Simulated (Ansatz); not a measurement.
CH₆BNO (`NCBO`), relaxed with RKS PBE-D4/def2-SVP in Ansatz 0.2.0 from a rough embedded geometry. The force threshold is 0.03 eV/Å; the program also tests the step.

Total charge 0; spin multiplicity 1.

Start:

```xyz
10

N    -1.377   -0.448    0.000
C    -0.328   -0.062    0.847
B     0.901    0.483    0.024
O     1.700   -0.392   -0.942
H    -1.108   -1.202   -0.694
H    -1.699    0.406   -0.632
H     0.013   -0.949    1.434
H    -0.633    0.717    1.528
H     1.343    1.629    0.218
H     1.188   -0.183   -1.783
```

Task: By how much does the energy fall, and how many steps does the optimiser take? (Estimate.)

Result: Ansatz gave: 1.41 eV, in 13 steps.

Task: Which bonds change most? (Best estimate.)

Result: The calculation gave: B3–O4 from 1.529 to 1.369 Å; N1–C2 from 1.402 to 1.492 Å; N1–H6 from 1.110 to 1.030 Å; O4–H10 from 1.007 to 0.974 Å.

Task: Give the relaxed structure. (Best estimate.)

Result: Computed: 
```xyz
10

N    -1.493   -0.327    0.076
C    -0.253   -0.151    0.888
B     0.779    0.412   -0.157
O     1.650   -0.454   -0.762
H    -1.314   -0.978   -0.700
H    -1.759    0.566   -0.363
H     0.029   -1.135    1.318
H    -0.482    0.525    1.737
H     0.709    1.575   -0.545
H     2.136   -0.033   -1.493
```
